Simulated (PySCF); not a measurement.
## Re: excitation energy

Re [Xe] 4f14 5d5 6s2 (6S) → Re [Xe] 4f14 5d6 6s1 (6D), as a difference of total energies. All numbers are calculated (PySCF 2.14, the spin-free X2C one-electron Hamiltonian (Gaussian nucleus), in x2c-TZVPPall). Correlated levels: valence: [Xe] 4f14 frozen. The calculations carry no spin-orbit coupling.

Order these methods by the excitation energy they give, lowest first.
A. PBE
B. UHF
C. LDA
D. PBE0

A (1.273 eV), D (1.330 eV), C (1.410 eV), B (1.821 eV).

Errors of the correlated levels include the incompleteness of this basis and the frozen core.

For comparison: 1.759 eV (measured; NIST levels, between the centres of gravity of the two terms).
